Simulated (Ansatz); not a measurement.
One change: `CCC1=C[SiH2]1` becomes `C=CC1=C[SiH2]1`.

Ansatz, PBE0-D4/def2-TZVP geometries, multiplicity 1. Each molecule was computed in one conformer, which needn't be the lowest.

```
                                          property  `CCC1=C[SiH2]1`
               HOMO energy (B3LYP/def2-TZVPP) / eV            -6.98
             HOMO energy (ωB97M-V/def2-TZVPP) / eV            -9.34
              HOMO–LUMO gap (PBE0/def2-TZVPP) / eV             7.33
             LUMO energy (ωB97M-V/def2-TZVPP) / eV             1.89
size of the dipole moment (ωB97M-V/def2-TZVPP) / D             0.91
                LUMO energy (PBE0/def2-TZVPP) / eV             0.14
```

Problem. What does the change do to each property? (Estimate.)

Solution. Computed: 
```
                                          property  `C=CC1=C[SiH2]1`  shift
               HOMO energy (B3LYP/def2-TZVPP) / eV             -6.96   0.02
             HOMO energy (ωB97M-V/def2-TZVPP) / eV             -9.25   0.09
              HOMO–LUMO gap (PBE0/def2-TZVPP) / eV              6.02  -1.31
             LUMO energy (ωB97M-V/def2-TZVPP) / eV              0.93  -0.96
size of the dipole moment (ωB97M-V/def2-TZVPP) / D              0.62  -0.29
                LUMO energy (PBE0/def2-TZVPP) / eV             -1.17  -1.31
```

Dipoles are sizes alone; their direction can turn.

B3LYP here is the variant with VWN-RPA as its local correlation; programs differ in this.
